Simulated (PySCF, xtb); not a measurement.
Si(F)(Cl)(Br)(OH) (BrClFHOSi), SMILES O[Si](F)(Cl)Br.

GFN2-xTB in xtb 6.7.1 at its own geometry gives an orbital gap of 7.14 eV and a dipole moment of 4.40 D.

Coordinates come from a B3LYP-D3(BJ)/def2-SVP optimisation. This is a generated structure with no PubChem entry under its InChIKey; it may be hypothetical. The values are those of a single conformer.

Problem. What does M06-2X/def2-TZVP run with PySCF give? (An estimate is asked for; the answer gives what the named calculation found.)

Solution. gap 10.86 eV (levels -10.35 and 0.51 eV), dipole 1.78 D.
